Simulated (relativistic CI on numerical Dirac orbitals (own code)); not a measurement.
# Si9+: q coefficients

These numbers are calculated, not measured: Dirac-Coulomb-Breit CI, separate exchange-only KLI orbitals for each configuration, derivatives by finite differences, unscaled Slater integrals, QED left out (own radial code, finite nucleus).

CI space (outside the closed core 1s2): 2s2 2p, 2s 2p2, 2p3, 2p2 3s, 2s2 3s, 2p2 3p, 2p2 3d, 2s2 3p. Levels of other configurations are missing.

With x = (α/α₀)² − 1 an excitation energy changes as ω = ω₀ + qx; K = 2q/ω₀ is the relative enhancement. Terms are leading LS components, so labels can repeat.

Lowest level 2s2 2p 2P°_1/2.

| Level | ω₀ (cm⁻¹) | q (cm⁻¹) | K |
| --- | --- | --- | --- |
| 2s2 2p 2P°_3/2 | 6933 | 6971 | 2.01 |
| 2s 2p2 4P_1/2 | 155055 | 7382 | 0.0952 |
| 2s 2p2 4P_3/2 | 157504 | 9956 | 0.126 |
| 2s 2p2 4P_5/2 | 161035 | 13440 | 0.167 |
| 2s 2p2 2D_5/2 | 291970 | 11710 | 0.0802 |
| 2s 2p2 2D_3/2 | 291982 | 11560 | 0.0792 |
| 2s 2p2 2S_1/2 | 372487 | 11060 | 0.0594 |
| 2s 2p2 2P_1/2 | 397469 | 10380 | 0.0522 |
| 2s 2p2 2P_3/2 | 401478 | 13870 | 0.0691 |
| 2p3 4S°_3/2 | 507762 | 18870 | 0.0743 |
| 2p3 2D°_5/2 | 586098 | 18900 | 0.0645 |
| 2p3 2D°_3/2 | 586116 | 18580 | 0.0634 |
| 2p3 2P°_1/2 | 659789 | 18890 | 0.0573 |

At this charge energies of transitions that change n are usually good to better than 1 %, and those within a shell (Δn = 0) to a few per cent.
